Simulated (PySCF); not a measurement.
# Electron correlation in Ru²⁶⁺ (ruthenium, charge +26)

Starting occupation: [Ar]. All numbers are calculated (PySCF 2.14, X2C-1e with screened-nucleus spin-orbit coupling, Gaussian nucleus, in an uncontracted even-tempered set (19 s from 1.2 bohr⁻², ratio 2.6; 14 p from 1.6 bohr⁻², ratio 2.6; 6 d from 1.7 bohr⁻², ratio 2.8; 3 f from 32 bohr⁻², ratio 2.8)). Frozen: [Ne]; 8 electrons correlated; the 64 highest virtual spinors left out.

MP2 pair energies summed by pair of shells (mhartree):

```csv
pair,energy,share (%)
3p3/2-3p3/2,-145.72,39.8
3p1/2-3p3/2,-136.29,37.2
3p1/2-3p1/2,-36.55,10.0
3p3/2-3s1/2,-22.78,6.2
3s1/2-3s1/2,-13.20,3.6
3p1/2-3s1/2,-11.78,3.2
```

Total MP2 correlation energy: -366.32 mhartree.

The virtual space was cut to 50 spinors, which keep -352.66 of the -366.32 mhartree of MP2 correlation.

```csv
level,correlation energy (mhartree)
CCSD,-389.56
(T),-2.81
CCSD(T),-392.37
```

Diagnostics: T1 = 0.00045, largest double amplitude 0.044.

Cost of the coupled-cluster step: roughly 13 core-seconds, for 8 occupied and 50 virtual spinors.

Iterations:

```
Init t2, MP2 energy = -0.352662340490367
CCSD nocc = 8, nmo = 58
Init t2, MP2 energy = -0.352662340490367
Init E_corr(GCCSD) = -0.352662340490367
cycle = 1  E_corr(GCCSD) = -0.383681236686168  dE = -0.0310188962  norm(t1,t2) = 0.0170483
cycle = 2  E_corr(GCCSD) = -0.388412163221021  dE = -0.00473092653  norm(t1,t2) = 0.00359653
cycle = 3  E_corr(GCCSD) = -0.389599498057377  dE = -0.00118733484  norm(t1,t2) = 0.00100523
cycle = 4  E_corr(GCCSD) = -0.389564363084472  dE = 3.51349729e-05  norm(t1,t2) = 9.53191e-05
cycle = 5  E_corr(GCCSD) = -0.389564711210426  dE = -3.48125954e-07  norm(t1,t2) = 5.65695e-06
cycle = 6  E_corr(GCCSD) = -0.38956466028509  dE = 5.09253356e-08  norm(t1,t2) = 4.48638e-07
cycle = 7  E_corr(GCCSD) = -0.389564662368068  dE = -2.08297729e-09  norm(t1,t2) = 4.63058e-08
GCCSD converged
E(GCCSD) = -4084.874540330247  E_corr = -0.3895646623680676
```

The coupled-cluster values are those of the cut space; adding the MP2 remainder, -13.66 mhartree, estimates the full space.

At this charge the one-electron X2C treatment keeps the bare 1/r₁₂, with no two-electron picture change or Breit term. The effect here is smaller than on the frozen 1s shell.
